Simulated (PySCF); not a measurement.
Br²⁺: excitation energy

Br²⁺ [Ar] 3d10 4s2 4p3 (4S) → Br²⁺ [Ar] 3d10 4s1 4p4 (4P), as a difference of total energies. All numbers are calculated (PySCF 2.14, the spin-free X2C one-electron Hamiltonian (Gaussian nucleus), in x2c-TZVPPall). Correlated levels: valence and next inner shell: [Ne] frozen. The calculations carry no spin-orbit coupling.

```tsv
method	excitation energy (eV)
UHF	13.157
MP2 (valence and next inner shell)	13.245
SCS-MP2 (valence and next inner shell)	13.201
CCSD (valence and next inner shell)	12.789
CCSD(T) (valence and next inner shell)	12.655
```

How much does correlation contribute at CCSD(T) (valence and next inner shell)?

12.655 − (13.157) = -0.502 eV, measured against UHF.

A first-order spin-orbit estimate (lowest level to lowest level, LS coupling) adds -0.200 eV.

The coupled-cluster amplitudes are large for the upper state (T1 above 0.03 or a double amplitude above 0.15), so a single reference is strained.
